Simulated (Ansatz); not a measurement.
Program: Ansatz. Geometries: PBE0-D4/def2-TZVP. ΔE: electronic, gas phase. CBS: MP2 limit from def2 TZ/QZ plus the TZ coupled-cluster correction, frozen cores. This one scheme is used for every species. DFT in def2-TZVPP. One conformer a species, not always the lowest.

Consider the substitution at a C–S bond: `C=C(N)SBO` + HCl → `C=C(N)Cl` + `OBS`.

`C=C(N)SBO`:

```xyz
12

C    -0.407    0.524   -1.904
C    -0.140    0.501   -0.601
N     1.153    0.526   -0.057
S    -1.444    0.368    0.591
B    -0.859   -0.947    1.715
O     0.350   -1.524    1.658
H     0.383    0.673   -2.632
H    -1.415    0.385   -2.267
H     1.868    0.691   -0.753
H     1.244    1.177    0.713
H    -1.651   -1.278    2.547
H     0.918   -1.095    0.990
```

HCl:

Cartesian coordinates in Å:
```
Cl 0.626 -0.124 0.043
H -0.626 0.124 -0.043
```

`C=C(N)Cl`:

Z-matrix (Å, degrees):
```
C
C 1 1.330
H 1 1.078 2 121.1
H 1 1.083 2 120.1 3 -178.8
N 2 1.378 1 127.5 3 173.9
Cl 2 1.734 1 120.5 3 -2.4
H 5 1.007 2 115.0 1 148.5
H 5 1.008 2 114.1 1 15.3
```

`OBS`:

```xyz
6

O    -1.458   -0.196   -0.257
B    -0.111   -0.159   -0.350
S     0.911    0.489    1.000
H    -1.823    0.143    0.566
H     0.393   -0.567   -1.351
H     2.089    0.291    0.392
```

```json
{"level": "ωB97X-V", "ΔE (kcal/mol)": "6.9"}
{"level": "B2PLYP", "ΔE (kcal/mol)": "6.7"}
```

Task: What does CCSD(T)/CBS give? (Estimate.)

Result: The calculation gave: +8.4 kcal/mol. The listed levels differ from it by -1.5, -1.7 kcal/mol.

Largest T1 diagnostic among the species: 0.013.

The D4 term adds +2.4 kcal/mol with B3LYP and +1.4 kcal/mol with PBE0; it sums over pairs of atoms, weighted by their polarisabilities, and B3LYP, whose exchange is more repulsive, gets the larger term. In def2-TZVPP, CCSD(T) changes the Hartree–Fock value by +5.2 kcal/mol (the triples alone add +0.9 kcal/mol) and MP2 by +5.7 kcal/mol.

B3LYP here is the variant with VWN-RPA as its local correlation; programs differ in this.
